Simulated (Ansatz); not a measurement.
Consider the isomerisation: `[CH3][Ge]([OH])([OH])[OH]` → `OC(O)[O][GeH3]`.

Isolated molecules relaxed with PBE0-D4/def2-TZVP in Ansatz; ΔE leaves out vibrations. CCSD(T)/CBS adds triple-zeta CCSD(T) − MP2 to the extrapolated MP2 energy (def2 sets, frozen cores). Functionals use def2-TZVPP. For Ge outer-core shells are correlated without core-valence functions, which leaves a few kJ/mol of doubt a bond. Scalar relativity is left out up to krypton. One conformer a species, not always the lowest.

`[CH3][Ge]([OH])([OH])[OH]`:

Z-matrix (Å, degrees):
```
C
Ge 1 1.921
H 1 1.090 2 109.6
H 1 1.090 2 109.6 3 120.0
H 1 1.090 2 109.6 3 -120.0
O 2 1.773 1 111.5 3 -70.9
O 2 1.773 1 111.5 3 169.1
O 2 1.773 1 111.5 3 49.1
H 6 0.961 2 111.1 1 128.6
H 7 0.961 2 111.1 1 128.5
H 8 0.961 2 111.1 1 128.6
```

`OC(O)[O][GeH3]`:

Z-matrix (Å, degrees):
```
C
O 1 1.378
O 1 1.371 2 110.3
O 1 1.407 2 112.1 3 119.0
H 1 1.100 2 105.5 3 -121.1
H 2 0.965 1 106.8 3 -48.6
Ge 3 1.800 1 118.9 2 164.2
H 4 0.962 1 108.2 2 60.9
H 7 1.533 3 102.4 1 162.3
H 7 1.537 3 108.5 1 44.0
H 7 1.532 3 110.5 1 -78.9
```

```json
{"level": "ωB97X-V", "ΔE (kJ/mol)": "245.9"}
{"level": "ωB97M-V", "ΔE (kJ/mol)": "251.0"}
{"level": "B2PLYP", "ΔE (kJ/mol)": "261.8"}
{"level": "PBE", "ΔE (kJ/mol)": "240.6"}
{"level": "PBE0", "ΔE (kJ/mol)": "244.3"}
{"level": "CCSD(T)/def2-TZVPP", "ΔE (kJ/mol)": "262.3"}
{"level": "MP2/def2-QZVPP", "ΔE (kJ/mol)": "286.0"}
{"level": "SCS-MP2/def2-QZVPP", "ΔE (kJ/mol)": "277.2"}
```

(1) What does CCSD(T)/CBS give? (An estimate is asked.)

Largest T1 diagnostic among the species: 0.012.

Results:

(1) The calculation gave: +269.1 kJ/mol. The listed levels differ from it by -23.2, -18.1, -7.3, -28.5, -24.8, -6.8, 16.9, 8.1 kJ/mol.

In def2-TZVPP, CCSD(T) changes the Hartree–Fock value by +14.8 kJ/mol (the triples alone add +0.1 kJ/mol) and MP2 by +34.3 kJ/mol. From PBE to PBE0 (25 % exact exchange), in def2-TZVPP and without D4, ΔE moves by +3.7 kJ/mol.
